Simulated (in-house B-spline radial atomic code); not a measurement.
Results of a calculation; reference values are marked as such.
# Extrapolating the RPA correlation energy in partial waves: Be+

All-electron RPA on PBE orbitals from an all-electron radial atomic-structure program (B-spline basis), non-relativistic, point nucleus, configuration [He] 2s1, highest spin. RPA overbinds a lone outer s electron by self-correlation, and G0W0 tends to as well. With empty states up to angular momentum L the sums are:

```json
{"L": "2", "E_c(L) (hartree)": "-0.118031"}
{"L": "3", "E_c(L) (hartree)": "-0.121036"}
{"L": "4", "E_c(L) (hartree)": "-0.122165"}
{"L": "5", "E_c(L) (hartree)": "-0.122678"}
{"L": "6", "E_c(L) (hartree)": "-0.122941"}
{"L": "7", "E_c(L) (hartree)": "-0.123089"}
{"L": "8", "E_c(L) (hartree)": "-0.123177"}
```

For large l each further wave adds A/(l + 1/2)⁴, because the basis must build the cusp where two electrons meet.

(1) Estimate the limit from L = 7 and L = 8.

(2) How good is the estimate?

## Answers

(1) Wave 8 adds -0.000088, against a sum of (l + 1/2)⁻⁴ of 1.91569e-04, so A = -0.45937. The sum over l > 8 is ζ(4, 9.5) = 4.5445e-04, close to 1/(3 × 9³) = 4.5725e-04. The tail is -0.000209 and the limit -0.12339 hartree.

(2) A run to L = 11 sums to -0.12329 and extrapolates to -0.12336 hartree, 0.00 millihartree from the run before. The estimate differs from that by -0.02 millihartree, while the bare sum at L = 8 misses 0.2 millihartree (0.2 %).
